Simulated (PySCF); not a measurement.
# Absolute configuration from chiroptical data

Method used: PySCF 2.14.0, TDDFT PBE0/def2-SVPD circular dichroism and optical rotation, one conformer, gas phase. Geometry: GFN2-xTB.

States above about 6.8 eV (minus the energy of the highest occupied orbital) lie near or above the ionisation threshold and depend on the basis.

Values for one enantiomer of C$_{6}$H$_{8}$OS, R in 10⁻⁴⁰ esu² cm² (velocity form):
```tsv
λ (nm)	f	R
249	0.044	-21.6
221	0.009	+10.6
212	0.019	-4.0
210	0.014	-18.3
200	0.014	-29.2
199	0.078	+52.8
190	0.002	+5.5
187	0.013	-34.5
184	0.039	+11.2
180	0.026	+2.1
178	0.002	+6.0
173	0.016	-17.5
```

[α] at 589.3 nm: -400 deg dm⁻¹ (g/mL)⁻¹ (origin-invariant length gauge).

Question: Which structure gives these signs?
A. C#C[C@@H]1[C@H](C)C[S@@]1=O
B. C#C[C@H]1[C@@H](C)C[S@]1=O

Answer: B. Its CIP labels in SMILES order are R, S, R; the other enantiomer gives every sign reversed.

The signs above follow by mirror symmetry from the run on the other enantiomer. Geometry of C#C[C@@H]1[C@H](C)C[S@@]1=O as run:
```xyz
16

C     2.105   -0.380   -1.579
C     0.947   -0.465   -1.282
C    -0.409   -0.635   -0.868
C    -0.906    0.342    0.214
C    -0.322    1.745    0.171
C    -0.491   -0.513    1.409
S    -0.545   -2.067    0.384
O     0.713   -2.788    0.506
H     3.109   -0.293   -1.867
H    -1.069   -0.769   -1.725
H    -1.998    0.399    0.162
H    -0.679    2.324    1.020
H     0.764    1.704    0.206
H    -0.618    2.251   -0.745
H     0.540   -0.339    1.708
H    -1.149   -0.507    2.273
```
